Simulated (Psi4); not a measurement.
CHO2 (SMILES O=C[O-]), charge -1, singlet, geometry from GFN2-xTB (a gas-phase anion, which may not be bound at this level); CAM-B3LYP/cc-pVDZ (Psi4).

The Psi4 input:
```
memory 2 GB

molecule {
-1 1
  O    -1.03999170   -0.46775065   -0.00405004
  C    -0.07158051    0.29026371    0.00151333
  O     1.13823216    0.06937908    0.00197307
  H    -0.35644062    1.44539027    0.00753576
}

set basis cc-pvdz

energy('cam-b3lyp')
print_variables()
```

What the program printed (banner, timings and long lists left out):

```
   => Loading Basis Set <=

    Name: CC-PVDZ
    Role: ORBITAL
    Keyword: BASIS

         ---------------------------------------------------------
                                   SCF
               by Justin Turney, Rob Parrish, Andy Simmonett
                          and Daniel G. A. Smith
                              RKS Reference
         ---------------------------------------------------------

  ==> Geometry <==

    Molecular point group: c1
    Full point group: C1

    Geometry (in Angstrom), charge = -1, multiplicity = 1:

       Center              X                  Y                   Z               Mass
    ------------   -----------------  -----------------  -----------------  -----------------
         O           -1.047839928452    -0.435925563631    -0.003884114234    15.994914619570
         C           -0.079428738452     0.322088796369     0.001679255766    12.000000000000
         O            1.130383931548     0.101204166369     0.002138995766    15.994914619570
         H           -0.364288848452     1.477215356369     0.007701685766     1.007825032230

  Running in c1 symmetry.

  Rotational constants: A =      3.66134  B =      0.41879  C =      0.37581 [cm^-1]
  Rotational constants: A = 109764.35024  B =  12555.11665  C =  11266.43417 [MHz]
  Nuclear repulsion =   63.240065988071144

  Charge       = -1
  Multiplicity = 1
  Electrons    = 24
  Nalpha       = 12
  Nbeta        = 12

  ==> Algorithm <==

  SCF Algorithm Type is DF.
  DIIS enabled.
  MOM disabled.
  Fractional occupation disabled.
  Guess Type is SAD.
  Energy threshold   = 1.00e-06
  Density threshold  = 1.00e-06
  Integral threshold = 1.00e-12

  ==> Primary Basis <==

  Basis Set: CC-PVDZ
    Blend: CC-PVDZ
    Number of shells: 21
    Number of basis functions: 47
    Number of Cartesian functions: 50
    Spherical Harmonics?: true
    Max angular momentum: 2

  ==> DFT Potential <==

   => LibXC <=

    Version 7.1.2
    S. Lehtola, C. Steigemann, M. J. T. Oliveira, and M. A. L. Marques,  SoftwareX 7, 1–5 (2018) (10.1016/j.softx.2017.11.002)

   => Composite Functional: CAM-B3LYP <=

    CAM-B3LYP Hyb-GGA Exchange-Correlation Functional

    T. Yanai, D. P. Tew, and N. C. Handy,  Chem. Phys. Lett. 393, 51 (2004) (10.1016/j.cplett.2004.06.011)

    Deriv               =              1
    GGA                 =           TRUE
    Meta                =          FALSE

    Exchange Hybrid     =           TRUE
    MP2 Hybrid          =          FALSE

[...]
   @DF-RKS iter   3:  -189.11761660634784   -2.85415e-01   1.49152e-03 ADIIS/DIIS
   @DF-RKS iter   4:  -189.11976557381951   -2.14897e-03   3.42205e-04 ADIIS/DIIS
   @DF-RKS iter   5:  -189.11988021526443   -1.14641e-04   4.48014e-05 DIIS
   @DF-RKS iter   6:  -189.11988274766753   -2.53240e-06   7.83366e-06 DIIS
   @DF-RKS iter   7:  -189.11988284730930   -9.96418e-08   1.22881e-06 DIIS
   @DF-RKS iter   8:  -189.11988285019396   -2.88466e-09   1.97668e-07 DIIS
  Energy and wave function converged.

  ==> Post-Iterations <==

   Electrons on quadrature grid:
      Ntotal   =   24.0000021276 ; deviation = 2.128e-06

    Orbital Energies [Eh]
    ---------------------

    Doubly Occupied:

[...]
    Virtual:

[...]
    Final Occupation by Irrep:
              A
    DOCC [    12 ]
    NA   [    12 ]
    NB   [    12 ]

  @DF-RKS Final Energy:  -189.11988285019396

   => Energetics <=

    Nuclear Repulsion Energy =             63.2400659880711444
    One-Electron Energy =                -391.3364960232602243
    Two-Electron Energy =                 156.0563225688835871
    DFT Exchange-Correlation Energy =     -17.0797753838884745
    Empirical Dispersion Energy =           0.0000000000000000
    VV10 Nonlocal Energy =                  0.0000000000000000
    Total Energy =                       -189.1198828501939602

Computation Completed

Properties will be evaluated at   0.000000,   0.000000,   0.000000 [a0]

Properties computed using the SCF density matrix

 Multipole Moments:

 ------------------------------------------------------------------------------------
     Multipole            Electronic (a.u.)      Nuclear  (a.u.)        Total (a.u.)
 ------------------------------------------------------------------------------------

 L = 1.  Multiply by 2.5417464519 to convert [e a0] to [Debye]
 Dipole X            :          0.3044827           -0.3411131           -0.0366304
 Dipole Y            :         -1.2346971            1.3832360            0.1485389
 Dipole Z            :         -0.0064373            0.0072117            0.0007744
 Magnitude           :                                                    0.1529908

 ------------------------------------------------------------------------------------

  Variable Map:
  ----------------------------------------------------------------------------
[...]
  Array Variable Map:
  ----------------------------------------------------------------------------
[...]
[...]
```
